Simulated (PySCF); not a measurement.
Excitations are Tamm–Dancoff values on a coarser integration grid. The basis has no diffuse functions, so Rydberg states are missing or too high.

Cartesian coordinates (Å):
```xyz
5

B     -0.5764    -0.0582    -0.0121
S      1.0769    -0.6629     0.1093
H     -1.4357    -0.8806     0.0616
H     -0.8052     1.1007    -0.1578
H      1.7403     0.5011    -0.0009
```
Charge 0, multiplicity 1.

Predict the HOMO, total energy, LUMO, S1 excitation (TDA) and dipole moment from PySCF 2.14.0 with PBE0-D4/def2-TZVP.


HOMO: -8.47 eV
total energy: -424.6955 Ha
LUMO: -1.30 eV
S1 excitation (TDA): 6.18 eV
dipole moment: 0.93 D
